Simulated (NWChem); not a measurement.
# GaF, singlet; SMILES [F][Ga]

Results from NWChem. Low-valent species are run as closed-shell singlets; no triplet was tried in these runs. Each level has its own optimisation; frequencies are unscaled.

Problem. Taking PBE0/def2-TZVPD as the yardstick, which of these has the fewest basis functions while keeping “highest harmonic frequency (cm⁻¹)” within 20 cm⁻¹ of it: PBE0/def2-SVP; PBE0/def2-SVPD; PBE0/def2-TZVP; PBE0/def2-TZVPP; PBE0/STO-3G?

Solution. PBE0/def2-SVPD.
| level | basis functions | highest harmonic frequency (cm⁻¹) | relative time (rough) |
|---|---|---|---|
| PBE0/STO-3G | 23 | 1168 | 1 |
| PBE0/def2-SVP | 46 | 658 | 2 |
| PBE0/def2-SVPD | 61 | 603 | 4 |
| PBE0/def2-TZVP | 79 | 617 | 7 |
| PBE0/def2-TZVPP | 79 | 617 | 7 |
| PBE0/def2-TZVPD | 94 | 605 | 10 |

The yardstick is one finite set, not the basis-set limit.
